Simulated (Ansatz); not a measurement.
`[AlH2][CH2]Cl` + `C=C[SiH3]` → `C=C([SiH3])CCl` + `[AlH3]`  (formal exchange of groups at a C–Al bond)

Isolated molecules relaxed with PBE0-D4/def2-TZVP in Ansatz; ΔE leaves out vibrations. CCSD(T)/CBS adds triple-zeta CCSD(T) − MP2 to the extrapolated MP2 energy (def2 sets, frozen cores). This one scheme is used for every species. DFT in def2-TZVPP. B3LYP here is the variant with VWN-RPA as its local correlation; programs differ in this. Each species was taken in one conformer, which may not be the lowest.

Q: Is it downhill or uphill in electronic energy at CCSD(T)/CBS, and by how much? (An estimate is asked.)

A: Computed: Uphill: ΔE = +21.3 kJ/mol.

Q: What do these levels give: B3LYP-D4, r2SCAN, PBE0, MP2/def2-TZVPP, MP2/CBS(def2), CCSD/CBS(def2)? (An estimate is asked.)

A: The calculation gave: B3LYP-D4 19.9, r2SCAN 24.3, PBE0 25.0, MP2/def2-TZVPP 15.5, MP2/CBS(def2) 18.3, CCSD/CBS(def2) 23.3 kJ/mol.

Largest T1 diagnostic among the species: 0.011.

In def2-TZVPP, CCSD(T) changes the Hartree–Fock value by −6.3 kJ/mol (the triples alone add −2.0 kJ/mol) and MP2 by −9.3 kJ/mol. The D4 term adds −9.2 kJ/mol with B3LYP and −5.2 kJ/mol with PBE0; it sums over pairs of atoms, weighted by their polarisabilities, and B3LYP, whose exchange is more repulsive, gets the larger term.
